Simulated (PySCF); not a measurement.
In(H)2(OSiH3), SMILES [SiH3][O][InH2] at its PBE0/def2-SVP optimised geometry (Å):

```
8

In    -1.5708     0.9971     1.0824
H     -1.6905     2.5330     0.3373
H     -2.1934     0.2504     2.4975
O     -0.3938    -0.2194     0.0000
Si     0.1925    -1.7548     0.0000
H      1.6905    -1.7548     0.0000
H     -0.2669    -2.5038    -1.2136
H     -0.2581    -2.5330     1.2054
```

Method: PySCF 2.14.0 with PBE0/def2-TZVP, def2 effective core potentials past Kr. The core electrons that the potentials of In replace are not part of the density. Cells within 0.4 Å of a nucleus heavier than hydrogen are left out (blank, or x).

Map of the electron localisation function on the plane z = 0.0 Å:

```
|0000000000000000000000000000000|
|0000000000000000000000000000000|
|0000000000100000000000000000000|
|0000000268885100000000000000000|
|0000003899999820000000000000000|
|0000028999999971000000000000000|
|0000059999999993000000000000000|
|0000169999999983000000000000000|
|0000159999999961000000000000000|
|0000036899998620000000000000000|
|0000013555443200000000000000000|
|0000001222221000000000000000000|
|0000001111111123221000000000000|
|0000000111112577642000000000000|
|0000000001126888752000000000000|
|0000000001268xx8851000000000000|
|0000000001478xx7741002320000000|
|0000000001367878731369983000000|
|0000000001246774225999997100000|
|0000000000013403508999999200000|
|000000000000111xx27999999400000|
|000000000000110xx18999999300000|
|0000000000012310007999999100000|
|0000000000012342114899996000000|
|0000000000001222101368861000000|
|0000000000000111000012200000000|
|0000000000000000000000000000000|
|0000000000000000000000000000000|
|0000000000000000000000000000000|
|0000000000000000000000000000000|
|0000000000000000000000000000000|
```
Scale: ten equal steps from 0.000 (start of '0') to 1.000 (end of '9'), in the order '0123456789'; x runs from -5.00 to 5.00, y from -5.00 (bottom) to 5.00 (top).
